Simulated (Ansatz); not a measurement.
`CB(F)C=O` and `CB(O)F` differ in one atom or group.

Ansatz, PBE0-D4/def2-TZVP geometries, multiplicity 1. Each molecule was computed in one conformer, which needn't be the lowest.

| property | `CB(F)C=O` |
| --- | --- |
| HOMO–LUMO gap (B3LYP/def2-TZVPP) / eV | 4.28 |
| HOMO energy (ωB97M-V/def2-TZVPP) / eV | -9.60 |
| LUMO energy (B3LYP/def2-TZVPP) / eV | -2.74 |
| HOMO–LUMO gap (ωB97M-V/def2-TZVPP) / eV | 9.39 |
| size of the dipole moment (ωB97M-V/def2-TZVPP) / D | 3.37 |
| HOMO–LUMO gap (PBE/def2-TZVPP) / eV | 2.07 |

**Question.** What does the change do to each property? (Estimate.)

**Answer.** Computed: 
```tsv
property	`CB(O)F`	shift
HOMO–LUMO gap (B3LYP/def2-TZVPP) / eV	10.04	5.76
HOMO energy (ωB97M-V/def2-TZVPP) / eV	-12.27	-2.67
LUMO energy (B3LYP/def2-TZVPP) / eV	0.37	3.11
HOMO–LUMO gap (ωB97M-V/def2-TZVPP) / eV	14.29	4.90
size of the dipole moment (ωB97M-V/def2-TZVPP) / D	0.43	-2.94
HOMO–LUMO gap (PBE/def2-TZVPP) / eV	8.21	6.14
```

With PBE0 the HOMO falls by 2.66 eV and the LUMO rises by 3.24 eV, so the gap widens by about 5.90 eV. PBE moves the HOMO by -2.63 eV and ωB97M-V by -2.67 eV. Dipoles are sizes alone; their direction can turn.

B3LYP here is the variant with VWN-RPA as its local correlation; programs differ in this.
